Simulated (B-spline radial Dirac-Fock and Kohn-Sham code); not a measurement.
Binding energies of Te⁺

System: Te⁺, 1s2 2s2 2p6 3s2 3p6 3d10 4s2 4p6 4d10 5s2 5p3, inside a Watson sphere of charge -1 and radius 2.4 Å (a model of the Madelung potential; inside it an electron's potential energy is raised by 6.0 eV); nuclear rms radius 4.7423 fm (A = 130).

The computed values come from an atomic code on a B-spline grid: Dirac-Fock (average of configuration) total-energy differences with a finite nucleus, the Breit interaction including its frequency dependence, and self-energy and vacuum-polarisation corrections. The model has no electron correlation. Energies are counted from the vacuum level. Subshells whose hole state is unreliable or did not converge are left out.

All terms are in eV, carry their sign (relaxation lowers the binding energy) and add up to the binding energy; ⟨r⟩ is the mean radius of the orbital in the initial state.

```
  subshell  −ε (Koopmans)  relaxation   Gaunt  retardation     QED  binding energy  ⟨r⟩ (bohr)
    K (1s)        32001.9      -66.89  -78.62         6.33  -36.79         31825.9       0.028
   L1 (2s)         5006.4      -35.86   -7.20         0.42   -4.60          4959.1       0.119
L2 (2p1/2)         4677.1      -39.46  -12.91         1.44    0.34          4626.5       0.101
L3 (2p3/2)         4401.5      -38.12   -9.24         1.72   -0.17          4355.7       0.106
   M1 (3s)         1040.6      -15.51   -0.99         0.03   -0.94          1023.2       0.320
M2 (3p1/2)          904.1      -16.10   -1.94         0.20    0.07           886.3       0.311
M3 (3p3/2)          851.3      -15.51   -1.26         0.26   -0.03           834.8       0.322
M4 (3d3/2)          613.5      -17.09   -0.55         0.02    0.10           595.9       0.294
M5 (3d5/2)          602.6      -16.87   -0.25         0.03    0.06           585.5       0.297
   N1 (4s)          196.7       -5.20   -0.14         0.00   -0.18           191.2       0.766
N3 (4p3/2)          137.5       -4.74   -0.16         0.04    0.00           132.6       0.831
N4 (4d3/2)          57.28       -4.02    0.00         0.00    0.02           53.27       0.960
N5 (4d5/2)          55.70       -3.93    0.04         0.00    0.02           51.82       0.972
   O1 (5s)          22.37       -0.64   -0.01         0.00   -0.02           21.70       2.078
 O2,3 (5p)          11.67       -0.43   -0.01         0.00    0.00           11.23       2.543
```

For the deepest level, K (1s), the Breit terms make up -0.227 % of the binding energy, QED -0.116 % and orbital relaxation -0.210 %.

Spin-orbit splittings: 2p 270.8 eV, 3p 51.56 eV, 3d 10.39 eV, 4d 1.45 eV.
